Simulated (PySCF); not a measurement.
SiBr₂Cl₂, SMILES Cl[Si](Br)(Br)Cl. Geometry optimised at B3LYP-D3(BJ)/def2-SVP.

Computed equilibrium geometry at B3LYP-D3(BJ)/def2-SVP (PySCF confirms it by a frequency run) as a Z-matrix, and its point group:
point group C2v.
```
Si
Cl 1 2.0517
Cl 1 2.0517 2 109.01
Br 1 2.2119 2 109.48 3 119.74
Br 1 2.2119 2 109.48 3 -119.74
```
